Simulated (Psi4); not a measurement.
A dimer, CHF3 ··· BF3 (SMILES FC(F)F and FB(F)F); the first 5 atoms form monomer A.

```
9

F      1.1821    -0.4740    -0.3460
C     -0.0048     0.0581    -0.0228
F     -0.9717    -0.7222    -0.5254
F     -0.1173     0.0676     1.3127
H     -0.0883     1.0705    -0.4186
F     -4.3116    -7.3625     0.7050
B     -3.9285    -6.7261     1.7911
F     -4.7974    -6.0196     2.4812
F     -2.6754    -6.7939     2.1864
```

Q: What interaction energy does SAPT0/jun-cc-pVDZ, frozen core in Psi4 give, and which attractive term is the largest?

A: Total -0.05 kcal/mol: electrostatics -0.04, exchange 0.00, induction 0.00, dispersion -0.01. The most attractive term is electrostatics.
